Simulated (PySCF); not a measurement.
Correlation energy of Be+ (beryllium, charge +1)

[He] 2p1, 2P determinant (an excited configuration). All numbers are calculated (PySCF 2.14, the non-relativistic Hamiltonian (point nucleus), in def2-QZVPPD (7s4p2d1f, 36 functions)). Frozen: nothing; 3 electrons correlated.

| level | correlation energy (mhartree) |
| --- | --- |
| CCSD | -36.79 |
| (T) | -0.01 |
| CCSD(T) | -36.80 |
| CCSDT | -36.80 |

Diagnostics: T1 = 0.0013, D1 = 0.0031, largest double amplitude 0.013.

Is a single reference adequate?

Yes: T1 lies below 0.03 and no double amplitude reaches 0.07.

This basis was not built for core-valence correlation, so the inner-shell part is incomplete.
